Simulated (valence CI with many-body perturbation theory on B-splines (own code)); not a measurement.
**Ce7+: calculated level list**

Computed by configuration interaction combined with many-body perturbation theory (CI+MBPT): five valence electrons over a frozen Dirac-Fock core [Kr] 4d10, a basis of 7 s, 7 p, 7 d, 7 f, 4 g, 2 h functions for each j, with the one-electron correlation potential Σ1 (screened to all orders), the two-electron term Σ2, the three-electron term Σ3, Breit, model QED; selected single and double excitations, second order for the rest (own B-spline code, finite nucleus).

No measured spectrum was set against this ion. As an estimate, levels hold to about 250 cm⁻¹ or 0.2 % of their energy and the worst to 1 %, as in measured heavy ions of charge 2 to 7; those with d or f electrons hold less well. Among the levels kept, up to 2500 cm⁻¹ of a level comes from second order outside the variational space, and about a tenth of that is noise between levels of different J, which matters for small intervals.

Levels 181 to 210 of 210, with energies above the lowest level, 5s2.5p3 4S°_3/2. "Leading %" is the weight of the configuration and term that name the level; weights of strongly mixed levels are sums over their largest components and can fall short. In the jj column 3d3/2^4 stands for four electrons in 3d with j = 3/2. Lifetimes count E1, E2, E3, M1 and M2 decay at the calculated energies, and are blank where another channel may lead or the interval is too uncertain; long ones can be off by a factor of two.

| No. | Configuration | Term | J | E (cm⁻¹) | Leading % | Leading jj | Second component | Lifetime |
| --- | --- | --- | --- | --- | --- | --- | --- | --- |
| 181 | 4f.5s.5p3 | 2F | 7/2 | 282630 | 40 | 4f5/2 5s 5p1/2 5p3/2^2 (36 %) | 16 % 4f.5s.5p3 4D | 246 ps |
| 182 | 4f.5s.5p3 | 2G | 9/2 | 283150 | 38 | 4f7/2 5s 5p1/2 5p3/2^2 (55 %) | 14 % 4f.5s.5p3 2H | 238 ps |
| 183 | 4f.5s.5p3 | 4D | 7/2 | 285420 | 29 | 4f7/2 5s 5p1/2 5p3/2^2 (52 %) | 14 % 4f.5s.5p3 2F | 205 ps |
| 184 | 5s2.5p2.5d | 2D | 5/2 | 285780 | 22 | 4f5/2 5s 5p1/2 5p3/2^2 (25 %) | 13 % 4f.5s.5p3 2F | 46.1 ps |
| 185 | 5s2.5p2.5d | 2P | 1/2 | 286150 | 25 | 5s^2 5p3/2^2 5d3/2 (26 %) | 17 % 5s2.5p2.5d 4P | 29.6 ps |
| 186 | 4f.5s.5p3 | 2D | 3/2 | 287260 | 32 | 4f7/2 5s 5p1/2 5p3/2^2 (25 %) | 10 % 5s2.5p2.5d 2D | 142 ps |
| 187 | 4f.5s.5p3 | 2D | 5/2 | 290080 | 10 | 4f5/2 5s 5p1/2 5p3/2^2 (18 %) | 10 % 5s2.5p2.5d 2D | 57.3 ps |
| 188 | 4f.5s.5p3 | 2G | 7/2 | 290100 | 41 | 4f7/2 5s 5p1/2 5p3/2^2 (55 %) | 6 % 4f.5s.5p3 4G | 257 ps |
| 189 | 5s2.5p2.5d | 2D | 3/2 | 292560 | 21 | 4f5/2 5s 5p1/2 5p3/2^2 (24 %) | 16 % 4f.5s.5p3 4F | 43.3 ps |
| 190 | 4f.5s.5p3 | 2D | 5/2 | 293660 | 36 | 4f7/2 5s 5p1/2 5p3/2^2 (39 %) | 8 % 5s2.5p2.5d 2F | 47.5 ps |
| 191 | 5s2.5p2.5d | 2P | 1/2 | 294150 | 55 | 5s^2 5p1/2 5p3/2 5d5/2 (55 %) | 15 % 5s2.5p2.5d 2S | 35.2 ps |
| 192 | 4f2.5s.5p2 | 6I | 7/2 | 296920 | 56 | 4f5/2^2 5s 5p1/2^2 (50 %) | 11 % 4f.5s2.5p.5d 4H | 1.34 ns |
| 193 | 4f.5s.5p3 | 4F | 5/2 | 297730 | 39 | 4f5/2 5s 5p1/2 5p3/2^2 (53 %) | 24 % 4f.5s.5p3 2F | 40.8 ps |
| 194 | 4f.5s.5p3 | 4F | 7/2 | 297870 | 32 | 4f5/2 5s 5p1/2 5p3/2^2 (40 %) | 18 % 4f.5s.5p3 2G | 47.4 ps |
| 195 | 4f.5s.5p3 | 2H | 11/2 | 297950 | 29 | 4f7/2 5s 5p3/2^3 (46 %) | 28 % 4f.5s.5p3 4G | 387 ps |
| 196 | 4f.5s.5p3 | 2G | 9/2 | 298080 | 26 | 4f5/2 5s 5p3/2^3 (33 %) | 16 % 4f.5s.5p3 4F | 204 ps |
| 197 | 4f.5s.5p3 | 4F | 3/2 | 298340 | 24 | 4f5/2 5s 5p1/2 5p3/2^2 (30 %) | 18 % 5s2.5p2.5d 2D | 32.0 ps |
| 198 | 5s2.5p2.5d | 2F | 7/2 | 298960 | 20 | 4f7/2 5s 5p3/2^3 (20 %) | 11 % 4f.5s.5p3 2F | 51.7 ps |
| 199 | 4f2.5s.5p2 | 6I | 9/2 | 299720 | 45 | 4f5/2 4f7/2 5s 5p1/2^2 (31 %) | 10 % 4f2.5s.5p2 6H | 1.23 ns |
| 200 | 4f.5s.5p3 | 4F | 9/2 | 300320 | 25 | 4f7/2 5s 5p1/2 5p3/2^2 (33 %) | 20 % 4f.5s.5p3 2G | 70.7 ps |
| 201 | 4f.5s.5p3 | 4D | 3/2 | 301700 | 11 | 4f5/2 5s 5p1/2 5p3/2^2 (20 %) | 11 % 4f.5s.5p3 4F | 91.8 ps |
| 202 | 5s2.5p2.5d | 2D | 5/2 | 301720 | 23 | 5s^2 5p3/2^2 5d5/2 (28 %) | 13 % 4f.5s.5p3 2D | 150 ps |
| 203 | 4f.5s.5p3 | 2P | 1/2 | 302300 | 29 | 4f5/2 5s 5p3/2^3 (22 %) | 17 % 4f.5s2.5p.5d 2P | 74.3 ps |
| 204 | 4f.5s.5p3 | 4F | 7/2 | 303020 | 12 | 4f5/2 5s 5p3/2^3 (27 %) | 11 % 4f2.5s.5p2 6I | 84.2 ps |
| 205 | 4f2.5s.5p2 | 6I | 11/2 | 303070 | 43 | 4f5/2 4f7/2 5s 5p1/2^2 (51 %) | 19 % 4f2.5s.5p2 6H | 3.10 ns |
| 206 | 4f2.5s.5p2 | 6G | 3/2 | 304110 | 39 | 4f5/2^2 5s 5p1/2^2 (29 %) | 5 % 4f2.5s.5p2 4F | 154 ps |
| 207 | 5s2.5p2.5d | 2D | 5/2 | 304480 | 14 | 4f5/2 5s^2 5p1/2 5d3/2 (18 %) | 8 % 4f.5s.5p3 4D | 47.0 ps |
| 208 | 4f.5s.5p3 | 2G | 9/2 | 304590 | 18 | 4f7/2 5s 5p3/2^3 (28 %) | 17 % 4f.5s.5p3 4F | 141 ps |
| 209 | 4f.5s.5p3 | 2F | 7/2 | 304700 | 16 | 4f7/2 5s^2 5p1/2 5d3/2 (18 %) | 6 % 4f2.5s.5p2 6G | 87.8 ps |
| 210 | 4f2.5s.5p2 | 6G | 5/2 | 304870 | 34 | 4f5/2 4f7/2 5s 5p1/2^2 (28 %) | 12 % 4f2.5s.5p2 6F | 203 ps |

Names give the largest LS component (configuration and term), which can be under half, so a name can repeat, a term be missing and a line seem to break the LS rules; names also repeat where a configuration has a term twice.

Where two levels of one J and parity lie close, their mixing, g and order are uncertain.
